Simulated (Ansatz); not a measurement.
The cluster Be9⁺. The state is a doublet with charge 1. Geometry PBE0/def2-SVP, that of the neutral singlet; atoms count from 1.

| atom | x (Å) | y (Å) | z (Å) |
| --- | --- | --- | --- |
| Be1 | -1.6928 | -1.1313 | 0.0802 |
| Be2 | 0.6114 | 1.4510 | 0.6389 |
| Be3 | 1.5293 | -0.0203 | -0.7404 |
| Be4 | -0.4911 | -0.5345 | -1.5363 |
| Be5 | -1.4089 | 0.9366 | -0.1572 |
| Be6 | -0.5792 | -0.1809 | 1.5871 |
| Be7 | 0.1904 | 1.4493 | -1.4194 |
| Be8 | 1.5024 | -0.3179 | 1.3391 |
| Be9 | 0.3385 | -1.6520 | 0.2080 |

The charge 1 doublet is spin-contaminated (final ⟨S²⟩ up to 1.38, 0.75 for a pure state). The structure comes from a short search, and lower isomers may exist.

(1) Estimate the Mulliken populations from the PBE0/def2-TZVP orbitals of Ansatz.

(2) Where does the spin sit?

(3) And the Mayer bond orders between heavy atoms (over 0.3)?

## Answers

(1) 
```csv
atom,charge (e),spin (α − β)
Be1,0.01,0.05
Be2,0.16,-0.04
Be3,0.17,0.27
Be4,0.16,-0.04
Be5,0.17,0.27
Be6,0.16,0.06
Be7,0.00,0.33
Be8,0.01,0.05
Be9,0.16,0.06
```
Mulliken values depend strongly on the basis.

(2) Summed by element: Be 1.00, of 1 unpaired in all. Largest on single atoms: Be7 0.33, Be3 0.27, Be5 0.27.

(3) Be1–Be4 0.57 (2.10 Å); Be1–Be5 0.57 (2.10 Å); Be1–Be6 0.56 (2.10 Å); Be1–Be9 0.56 (2.10 Å); Be2–Be3 0.42 (2.22 Å); Be2–Be5 0.39 (2.23 Å); Be2–Be6 0.45 (2.23 Å); Be2–Be7 0.54 (2.10 Å); Be2–Be8 0.57 (2.10 Å); Be3–Be4 0.39 (2.23 Å); Be3–Be7 0.55 (2.10 Å); Be3–Be8 0.57 (2.10 Å); Be3–Be9 0.44 (2.23 Å); Be4–Be5 0.42 (2.22 Å); Be4–Be7 0.54 (2.10 Å); Be4–Be9 0.45 (2.23 Å); Be5–Be6 0.44 (2.23 Å); Be5–Be7 0.55 (2.10 Å); Be6–Be8 0.56 (2.10 Å); Be6–Be9 0.40 (2.22 Å); Be8–Be9 0.56 (2.10 Å).
